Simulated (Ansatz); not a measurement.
This geometry of GeH4 + H2N (8 atoms, charge 0, multiplicity 2) is a first-order saddle point.

Level of theory: UKS PBE0/def2-SVP in Ansatz 0.2.0.

```xyz
8
Properties=species:S:1:pos:R:3
H -0.317 -0.245 -0.417
Ge 1.227 -0.075 -0.073
N -2.013 -0.102 -0.253
H 1.474 -0.468 1.396
H 1.640 1.395 -0.269
H 2.072 -0.974 -0.991
H -2.024 0.921 -0.113
H -2.058 -0.451 0.719
```

Question: Which two structures does it join? (They come from a converged band through this point; their orientation in space is the band's.)

Answer: Bonds broken: H1–Ge2. Bonds formed: H1–N3. GeH4 + H2N becomes GeH3 + H3N.

Image 0:

```xyz
8
Properties=species:S:1:pos:R:3
H -0.008 0.058 -0.553
Ge 1.465 -0.008 -0.111
N -2.423 0.058 -0.254
H 1.538 -0.203 1.414
H 2.182 1.300 -0.485
H 2.164 -1.190 -0.802
H -2.450 0.790 0.476
H -2.468 -0.804 0.315
```

Image 10:

```xyz
8
Properties=species:S:1:pos:R:3
H -1.563 0.230 -1.047
Ge 1.428 -0.334 -0.081
N -1.969 0.199 -0.114
H 1.119 -0.474 1.424
H 1.405 1.151 -0.498
H 2.800 -0.964 -0.408
H -1.488 0.901 0.445
H -1.733 -0.709 0.280
```

Question: How far does it lie above each of them?

Answer: 3.7 kJ/mol above the first and 111.5 kJ/mol above the second. This is the barrier of this one path; another mechanism may lie lower.

The run took 100 s on 2 threads of AMD EPYC 9R45 96-Core Processor (Zen 5), with other jobs on the host, peak memory 0.23 GiB.
